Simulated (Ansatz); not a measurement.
Cost and result for the atomization energy of C2H6O2Si (`O=COC[SiH3]`) (11 atoms, 10 bonds).

Cartesian coordinates in Å:
```
O 1.061 0.117 -2.014
C 1.511 0.680 -1.060
O 0.843 1.008 0.044
C -0.548 0.641 0.082
Si -0.799 -1.058 0.883
H 2.553 1.015 -0.959
H -1.040 1.418 0.669
H -0.958 0.653 -0.930
H -0.032 -2.091 0.146
H -0.340 -1.014 2.295
H -2.252 -1.372 0.844
```

Charge 0, multiplicity 1. The geometry is a stationary point of PBE0-D4/def2-TZVP. It is one conformer, not always the lowest. Program: Ansatz. All runs use 4 threads of an AMD EPYC 9R45 on a shared host. Times are those of one run each, without the atoms' runs, and a repeat can differ threefold. Electronic energies, without spin–orbit coupling; frozen cores. CCSD(T)/CBS adds CCSD(T) − MP2 in def2-TZVPP to the MP2 limit, and its time is that of the two runs behind it. T1 = 0.015. B3LYP takes the VWN-RPA correlation (the form of Gaussian; ORCA's B3LYP/G).

CCSD(T)/CBS is a level of theory with its own doubt, some kJ/mol a heavy atom from the limit and from the frozen cores, so smaller differences don't rank the functionals.

```tsv
level	functions	wall time	atomization (kcal/mol)	difference from CCSD(T)/CBS	per bond
PBE-D4/def2-TZVPP (with forces)	250	1 s	1015.3	24.0	2.4
PBE0-D4/def2-TZVPP	250	1 s	990.4	-0.9	-0.1
r2SCAN-D4/def2-TZVPP (with forces)	250	1.5 s	995.2	3.9	0.4
B3LYP-D4/def2-TZVPP (with forces)	250	1.6 s	991.2	-0.1	0.0
B2PLYP/def2-TZVPP	250	1.9 s	981.4	-9.9	-1.0
ωB97X-V/def2-TZVPP	250	2.5 s	995.9	4.6	0.5
ωB97M-V/def2-TZVPP (with forces)	250	3.4 s	994.5	3.2	0.3
MP2/def2-QZVPP	478	7.5 s	999.3	8.0	0.8
CCSD(T)/def2-TZVPP	250	42 s	965.0	-26.3	-2.6
CCSD(T)/CBS(def2)	–	49 s	991.3	0.0	0.0
```

The D4 term adds +7.8 kcal/mol with B3LYP and +4.1 kcal/mol with PBE0; it sums over pairs of atoms, weighted by their polarisabilities, and B3LYP, whose exchange is more repulsive, gets the larger term. In def2-TZVPP, CCSD(T) changes the Hartree–Fock value by +262.1 kcal/mol (the triples alone add +16.9 kcal/mol) and MP2 by +280.9 kcal/mol; breaking electron pairs costs correlation energy, which Hartree–Fock lacks. From PBE to PBE0 (25 % exact exchange), in def2-TZVPP and without D4, the atomization energy moves by −24.2 kcal/mol: exact exchange takes away binding that semilocal exchange gives to molecules.
